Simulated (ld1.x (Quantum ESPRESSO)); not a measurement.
**Configuration tests for chlorine (PAW)**

* Element: Cl (Z = 17)
* Generator: ld1.x (Quantum ESPRESSO) 7.5
* Type: PAW
* Functional: PBE
* Relativity: non-relativistic
* Frozen core: [Ne]
* Valence charge: 7
* Reference configuration: 3s2 3p5
* Partial waves: 3s (bound): rcut 1.05, rcutus 1.20 bohr; 3s channel at 1.4 Ry: rcut 1.05, rcutus 1.20 bohr; 3p (bound): rcut 1.35, rcutus 1.60 bohr; 3p channel at 0.05 Ry: rcut 1.35, rcutus 1.60 bohr; 3d channel at -0.1 Ry: rcut 1.05, rcutus 1.15 bohr; 3d channel at 1.75 Ry: rcut 1.05, rcutus 1.15 bohr
* Local potential: all-electron potential smoothed inside 1.45 bohr (lloc = -1)
* Core correction: Bessel-smoothed model core inside 0.70 bohr
* Augmentation charge: PSQ, inside the norm-conserving radii

Energies are relative to the spin-unpolarised reference configuration 3s2 3p5; without spin polarisation the order of configurations can differ from experiment.

**Question.** Give the all-electron excitation energy and the error of the potential for: 3s2 3p4; 3s2 3p3; 3s2 3p2; 3s1 3p6; 3s2 3p4.5; 3s2 3p5.3; 3s2 3p1.

**Answer.**

```json
{"valence configuration": "3s2 3p4", "charge": "+1", "ΔE all-electron (eV)": "13.890", "error AE − PS (meV)": "-0.6"}
{"valence configuration": "3s2 3p3", "charge": "+2", "ΔE all-electron (eV)": "39.349", "error AE − PS (meV)": "-5.3"}
{"valence configuration": "3s2 3p2", "charge": "+3", "ΔE all-electron (eV)": "77.663", "error AE − PS (meV)": "-23"}
{"valence configuration": "3s1 3p6", "charge": "0", "ΔE all-electron (eV)": "11.973", "error AE − PS (meV)": "+0.1"}
{"valence configuration": "3s2 3p4.5", "charge": "+0.5", "ΔE all-electron (eV)": "5.590", "error AE − PS (meV)": "-0.1"}
{"valence configuration": "3s2 3p5.3", "charge": "-0.3", "ΔE all-electron (eV)": "-2.142", "error AE − PS (meV)": "0.0"}
{"valence configuration": "3s2 3p1", "charge": "+4", "ΔE all-electron (eV)": "129.903", "error AE − PS (meV)": "-74"}
```

Levels in the configuration 3s2 3p2:

```csv
level,all-electron (eV),pseudo (eV)
3s,-58.656,-58.685
3p,-45.113,-45.143
```
